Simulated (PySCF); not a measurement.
Species: C5H11BO3.
SMILES with atom numbers: `[CH3:1][CH:2]([CH3:3])[O:4][B:5]1[O:6][CH2:7][CH2:8][O:9]1` (hydrogens: H10, H11, H12 on C1; H13 on C2; H14, H15, H16 on C3; H17, H18 on C7; H19, H20 on C8)

Cartesian coordinates in Å at the PBE0-D3(BJ)/def2-SVP level; atoms count from 1:
```xyz
20
C5H11BO3 angstrom
C      2.636   -0.724    0.911
C      1.538   -0.149    0.041
C      1.825   -0.279   -1.443
O      0.334   -0.842    0.357
B     -0.860   -0.253    0.165
O     -1.024    1.034   -0.292
C     -2.410    1.302   -0.350
C     -3.095   -0.003    0.121
O     -2.042   -0.895    0.417
H      3.590   -0.207    0.729
H      2.379   -0.619    1.975
H      2.771   -1.795    0.696
H      1.402    0.920    0.283
H      1.013    0.173   -2.032
H      2.763    0.232   -1.707
H      1.914   -1.340   -1.722
H     -2.649    2.159    0.302
H     -2.693    1.576   -1.379
H     -3.716    0.153    1.018
H     -3.742   -0.438   -0.660
```

Level of theory: TDDFT CAM-B3LYP/def2-SVPD, vertical, gas phase, core orbitals frozen in the response (PySCF 2.14.0, density-fitted response routines).

Broadening: Gaussians 0.4 eV wide at half height, area fixed by f = 4.319×10⁻⁹ ∫ε dν̃. The width is an assumption, not a result. The curve ends short of the highest state used, and states not computed would add to its high-energy end.

(E (eV), ε (L mol⁻¹ cm⁻¹)): (6.58, 0), (6.62, 0), (6.67, 0), (6.71, 0), (6.76, 0), (6.80, 0), (6.85, 0), (6.90, 0), (6.94, 0), (6.99, 0), (7.03, 0), (7.08, 1), (7.12, 1), (7.17, 2), (7.21, 3), (7.26, 6), (7.31, 13), (7.35, 23), (7.40, 46), (7.44, 76), (7.49, 131), (7.53, 190), (7.58, 280), (7.62, 359), (7.67, 453), (7.71, 514), (7.76, 557), (7.81, 555), (7.85, 522), (7.90, 451), (7.94, 384), (7.99, 307), (8.03, 265), (8.08, 256), (8.12, 296), (8.17, 422), (8.22, 648), (8.26, 905), (8.31, 1315), (8.35, 1700), (8.40, 2221), (8.44, 2647), (8.49, 3170), (8.53, 3580)

Problem. Locate the maxima and give the states behind the curve.

Solution. 159 nm (7.78 eV), ε about 560, made up of S2 (99%) (ε in L mol⁻¹ cm⁻¹; maxima over ε = 5, shares over 10%). At its high-energy end, 8.53 eV, the curve is still rising (ε about 3600, from S4, S5 and S7). The states used: S1 7.18 eV (f 0.0000); S2 7.78 eV (f 0.0082); S3 8.07 eV (f 0.0004); S4 8.46 eV (f 0.015); S5 8.54 eV (f 0.017); S6 8.61 eV (f 0.0060); S7 8.80 eV (f 0.047); S8 8.88 eV (f 0.019); S9 9.03 eV (f 0.059); S10 9.13 eV (f 0.017).

Problem. What would ε be at 7.78 eV, the highest of these maxima, with half the width (0.2 eV)?

Solution. About 1110 L mol⁻¹ cm⁻¹ against 562, a factor of about 1.98; a lone state at its own centre would give exactly 2.

Problem. Coming from long wavelengths, where does ε first pass 100 L mol⁻¹ cm⁻¹?

Solution. At about 166 nm (7.46 eV), 0.29 eV above S1.

All these states lie below the vertical ionisation energy of 10.23 eV (ΔSCF).

One conformer stands for the species.
